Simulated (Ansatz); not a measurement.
```json
{"atom": "Li", "x (Å)": "1.0795", "y (Å)": "0.0282", "z (Å)": "0.0626"}
{"atom": "Li", "x (Å)": "-1.0326", "y (Å)": "0.0916", "z (Å)": "-0.0133"}
{"atom": "F", "x (Å)": "0.0430", "y (Å)": "1.4089", "z (Å)": "0.0254"}
{"atom": "F", "x (Å)": "-0.0664", "y (Å)": "-1.3672", "z (Å)": "-0.0135"}
```

RHF-MP2 on singlet Li2F2 was run in several spherical basis sets with Ansatz (development build ahead of 0.2.0). Frozen core: 2 orbitals.

(1) Rank the basis sets by the total energy that they give, lowest first, with the distance from the lowest.
A. def2-SVP
B. STO-3G
C. 6-31G
D. cc-pVDZ

## Answers

(1) D (0.00 eV), C (5.14 eV), A (5.39 eV), B (92.82 eV).

Totals follow the description of the cores as much as that of the bonds, so this order isn't one of quality for chemistry.
